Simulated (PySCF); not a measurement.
Compound: C6H6F2O2.
Geometry (PBE0-D3(BJ)/def2-SVP, Å), atoms numbered from 1 in this order:
```
atom  x, y, z in Å
C1    -2.3605    0.8512   -0.2596
C2    -1.2589   -0.1224   -0.1006
C3    -1.1900   -1.4776    0.0094
C4     0.1956   -1.8293    0.1485
C5     0.8543   -0.6422    0.1108
O6     2.1683   -0.3762    0.1958
C7     2.5787    0.9333    0.1887
F8     2.5887    1.4062   -1.0643
F9     3.8257    0.9379    0.6451
O10    0.0129    0.3907   -0.0390
H11   -3.3159    0.3163   -0.3347
H12   -2.2334    1.4602   -1.1690
H13   -2.4204    1.5423    0.5973
H14   -2.0372   -2.1599   -0.0082
H15    0.6409   -2.8132    0.2607
H16    1.9375    1.5806    0.8091
```

Computed, not measured: PBE0-D3(BJ)/def2-SVP geometry optimisation, gas phase in PySCF 2.14.0.

Masses are those of the commonest isotopes; rigid-rotor values at the optimised geometry. The values belong to one conformer with, in the numbering `[CH3:1][c:2]1[cH:3][cH:4][c:5]([O:6][CH:7]([F:8])[F:9])[o:10]1`, C4–C5–O6–C7 -177°, C5–O6–C7–F8 -80°.

Problem. What are A, B and C (MHz)?

Solution. Ia = 167.22, Ib = 640.13, Ic = 755.29 u·Å²; 505379 MHz·u·Å²/I gives A = 3022, B = 789.5, C = 669.1 MHz.

Problem. What kind of rotor is it?

Solution. An asymmetric top; Ray's κ = -0.898.

Problem. Is it planar, by Δ = Ic − Ia − Ib?

Solution. Not planar: Δ = Ic − Ia − Ib = -52.06 u·Å². For a rigid frame Δ = −2 Σ m c², so Σ m c² = 26.03 u·Å² lies off the ab plane: 3.24 from hydrogen and 22.79 from heavier atoms. The atom farthest from that plane is 1.27 Å away.

Problem. Give the other two planar moments, Paa and Pbb, and the rms extents of the mass along the axes.

Solution. Paa = Σ m a² = (Ib + Ic − Ia)/2 = 614.10 and Pbb = Σ m b² = (Ia + Ic − Ib)/2 = 141.19 u·Å². With the mass M = 148.03 u, the rms extents √(P/M) along a, b and c are 2.04, 0.98, 0.42 Å.

Problem. List the rotational levels J(Ka,Kc) to J = 5 (MHz).

Solution. Above 0(0,0):
J = 1: 1(0,1) 1459, 1(1,1) 3691, 1(1,0) 3812
J = 2: 2(0,2) 4371, 2(1,2) 6488, 2(1,1) 6849, 2(2,1) 13548, 2(2,0) 13552
J = 3: 3(0,3) 8728, 3(1,3) 10681, 3(1,2) 11403, 3(2,2) 17923, 3(2,1) 17947, 3(3,1) 29391, 3(3,0) 29391
J = 4: 4(0,4) 14516, 4(1,4) 16265, 4(1,3) 17468, 4(2,3) 23754, 4(2,2) 23825, 4(3,2) 35235, 4(3,1) 35235, 4(4,1) 51277, 4(4,0) 51277
J = 5: 5(0,5) 21716, 5(1,5) 23238, 5(1,4) 25040, 5(2,4) 31037, 5(2,3) 31200, 5(3,3) 42543, 5(3,2) 42546, 5(4,2) 58580, 5(4,1) 58580, 5(5,1) 79207, 5(5,0) 79207
The levels of one J sum to (2J + 1)J(J + 1)(A + B + C)/3.

Problem. Predict some low-J microwave lines.

Solution. The dipole components are |μa| = 2.42 D, |μb| = 0.73 D, |μc| = 1.04 D. The squared components, which scale the intensities, stand as 1.00 : 0.09 : 0.19 (a : b : c). Some lines, for components of 0.1 D or more:

```
type  branch         J(Ka,Kc)    MHz  lower level (cm⁻¹)
   a       Q  3(1,2) ← 3(1,3)    722               0.356
   b       Q  2(1,1) ← 2(0,2)   2478               0.146
   a       R  2(1,2) ← 1(1,1)   2797               0.123
   b       R  4(0,4) ← 3(1,3)   3835               0.356
   a       R  3(1,2) ← 2(1,1)   4553               0.228
   a       R  4(0,4) ← 3(0,3)   5788               0.291
   a       R  4(2,3) ← 3(2,2)   5831               0.598
   b       Q  4(2,2) ← 4(1,3)   6357               0.583
   b       Q  2(2,0) ← 2(1,1)   6703               0.228
   b       Q  2(2,1) ← 2(1,2)   7059               0.216
   b       R  2(2,1) ← 1(1,0)   9736               0.127
   b       R  3(2,1) ← 2(1,2)  11459               0.216
   c       Q  4(4,1) ← 4(3,1)  16041               1.175
   b       R  4(4,1) ← 3(3,0)  21886               0.980
   c       R  4(4,0) ← 3(3,0)  21886               0.980
```

Stationary, but not proved a minimum. Constants of a rigid frame at the computed geometry: no zero-point averaging, no centrifugal distortion. A rigid rotor knows nothing of internal rotation, which can split or shift real lines.
